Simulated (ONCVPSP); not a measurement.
rubidium (Rb), ONCV: configuration errors across variants

| Property | Result |
| --- | --- |
| Element | rubidium (Rb) |
| Generator | ONCVPSP 4.0.1 |
| Type | optimised norm-conserving Vanderbilt (ONCV) |
| Functional | PBEsol |
| Relativity | scalar-relativistic |
| Frozen core | [Ar] 3d10 |
| Valence charge | 9 |
| Reference configuration | 4s2 4p6 5p1 |
| Partial waves | 4s: rc 2.40 bohr, ncon 3, nbas 6, qcut 6.3 1/bohr, 2 projectors, debl 1.8 Ha; 4p+5p: rc 3.30 bohr, ncon 3, nbas 6, qcut 4.3 1/bohr, 2 projectors; d scattering state at 0.43 Ha: rc 2.65 bohr, ncon 3, nbas 7, qcut 3.7 1/bohr, 2 projectors, debl 3.7 Ha |
| Local potential | polynomial inside 2.20 bohr (lpopt 4, dvloc0 3 Ha) |
| Core correction | Teter function, fcfact 4.25, rcfact 1.6 |

All-electron excitation energies from the reference (eV): (1) 4s2 4p6 5s1 5p0 -1.493; (2) 4s2 4p6 5p0 2.576; (3) 4s2 4p6 5s0.5 5p0 0.069; (4) 4s2 4p6 4d1 5p0 0.718.

A true bound ghost makes a file unfit for plane-wave use even where its test errors are small: the radial tests pick states by their node count and pass the ghost by.

Errors AE − PS in meV (a dash: test not solved or not reliable):

```csv
change,(1),(2),(3),(4),bound ghosts,GHOST(+) flags above zero
base,-0.3,-0.2,0.0,-17,none,none
s: qcut 8.1,-0.5,-0.2,-0.2,-17,none,none
s: debl 3.7,+7.1,-0.2,+5.0,-17,none,none
d: qcut 2.5,-0.3,-0.2,0.0,–,d,d
s: qcut 6.4; p: qcut 4.4; d: qcut 3.8,-0.2,-0.2,0.0,-16,none,none
```

Question: Give the same row for: local potential polynomial inside 2.20 bohr (lpopt 4, dvloc0 -0.5 Ha).

Answer: +1.0, -0.2, +0.8, -10; bound ghosts: none; GHOST(+) flags above zero: none.
